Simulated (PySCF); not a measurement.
# Zr³⁸⁺: ionisation energy

Zr³⁸⁺ 1s2 (1S) → Zr³⁹⁺ 1s1 (2S), as a difference of total energies. All numbers are calculated (PySCF 2.14, no relativity, point nucleus, in an uncontracted even-tempered set (15 s from 62 bohr⁻², ratio 2.2; 7 p from 95 bohr⁻², ratio 2.4; 4 d from 280 bohr⁻², ratio 2.4; 3 f from 430 bohr⁻², ratio 2.4; 3 g from 640 bohr⁻², ratio 2.4)). Correlated levels: nothing frozen; virtual orbitals above 40 to 60 times the deepest correlated orbital energy dropped. The calculations carry no spin-orbit coupling.

```json
{"method": "UHF", "ionisation energy (eV)": "21091.8"}
{"method": "MP2 (all electrons)", "ionisation energy (eV)": "21093.1"}
{"method": "SCS-MP2 (all electrons)", "ionisation energy (eV)": "21093.3"}
{"method": "CCSD (all electrons)", "ionisation energy (eV)": "21093.1"}
```

The gap to the reference is mostly relativistic.

With two correlated electrons CCSD is exact in that space.

For comparison: 21516.5 eV (theoretical estimate listed by NIST; NIST Atomic Spectra Database, ionization energies).
